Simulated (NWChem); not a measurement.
# NS, doublet; SMILES [N]=S

Results from NWChem. Spin-unrestricted. The state is orbitally degenerate and is run as one real component. Structure relaxed at the PBE-D3(BJ)/def2-SVP, spin-unrestricted level. No stability test was run on the SCF state. Solvent water, SMD (1 M gas to 1 M solution), gas-phase geometry. Reactions with the solvent are ignored.

Predict the results for PBE0/pcseg-1. Quantities: solvation free energy (kcal/mol); cavity-dispersion-structure term (kcal/mol); dipole in solution (D).


```
Quantity                                     Value
-------------------------------------------  -----
solvation free energy (kcal/mol)              -2.1
cavity-dispersion-structure term (kcal/mol)   -0.4
dipole in solution (D)                        2.26
```
